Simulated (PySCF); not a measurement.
Input of a run (PBE/6-31+G* geometry optimisation, gas phase (PySCF 2.14.0)), started from GFN2-xTB:
```
{"job": {"xc": "PBE", "basis": "6-31+G*", "grid": 1, "kind": "geom"}, "charge": -1, "multiplicity": 1}
Si     2.406416    -0.429768     0.287181
C      0.531621    -0.182100     0.188903
C     -0.281371     0.494923    -0.679933
C     -1.614600     0.317151    -0.241606
C     -1.531781    -0.460452     0.871318
O     -0.243516    -0.763594     1.134872
H      2.661157    -0.881440    -1.104938
H      2.838368     0.989201     0.203336
H      0.036668     1.059148    -1.538689
H     -2.515765     0.709099    -0.684172
H     -2.281773    -0.849498     1.537763
```

Output (energies in Eh, forces in Eh/bohr):
```
step   0  E = -519.67389559  max force = 0.031205
step   1  E = -519.68204226  max force = 0.016362
step   2  E = -519.68315190  max force = 0.005711
step   3  E = -519.68304668  max force = 0.007427
step   4  E = -519.68337579  max force = 0.002542
step   5  E = -519.68337976  max force = 0.002950
step   6  E = -519.68343103  max force = 0.000301
step   7  E = -519.68343116  max force = 0.000197
optimisation converged
```

Summarise the run.

The energy falls by 25.0 kJ/mol over 8 energy and gradient evaluations, the largest force component goes from 0.0312 to 2.0e-04 Eh/bohr, and the atoms move by 0.057 Å rms after alignment. Among the bonds, Si1–H7 and Si1–H8 change most and about equally (+0.073 Å). Bonds longer at the end by more than 0.005 Å: 11 of 11; shorter: 0. Among the angles that change most is H7–Si1–H8, from 100.8° to 93.1°. The energy rose by more than 1e-6 Eh at step 3. The first step brought 85 % of the lowering.

What are the final bond lengths?

Si1–C2 1.964 Å, C2–C3 1.389 Å, C3–C4 1.436 Å, C4–C5 1.377 Å, C5–O6 1.367 Å, C2–O6 1.407 Å, Si1–H7 1.559 Å, Si1–H8 1.559 Å, C3–H9 1.091 Å, C4–H10 1.093 Å, C5–H11 1.090 Å. Numbering counts from 1 in the input's order; the species is `[SiH2-]c1ccco1`.

The run used 122 basis functions and 62 SCF cycles in all.

PBE/6-31+G* frequencies: not computed here. Geometry: PBE/6-31+G*, one conformer, isolated ion.
